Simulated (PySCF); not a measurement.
3,3-difluoropent-1-en-4-yne (C5H4F2), SMILES C#CC(F)(F)C=C. Coordinates come from a PBE-D3(BJ)/def2-SVP optimisation. One conformer was computed; it need not be the lowest.

Computed equilibrium geometry at PBE-D3(BJ)/def2-SVP (PySCF confirms it by a frequency run) as bond lengths and angles, and its point group (one conformer of several):
point group Cs.
Atoms: C1 C2 C3 F4 F5 C6 C7 H8 H9 H10 H11. Bond lengths (Å): C1–C2 1.220, C1–H8 1.082, C2–C3 1.472, C3–F4 1.382, C3–F5 1.382, C3–C6 1.507, C6–C7 1.340, C6–H9 1.103, C7–H10 1.102, C7–H11 1.100. Angles (°): C2–C1–H8 179.4, C1–C2–C3 179.7, C2–C3–F4 109.1, C2–C3–F5 109.1, C2–C3–C6 115.6, F4–C3–F5 105.8, F4–C3–C6 108.4, F5–C3–C6 108.4, C3–C6–C7 125.5, C3–C6–H9 112.4, C7–C6–H9 122.1, C6–C7–H10 121.2, C6–C7–H11 121.1, H10–C7–H11 117.7.
Charge 0, spin multiplicity 1.
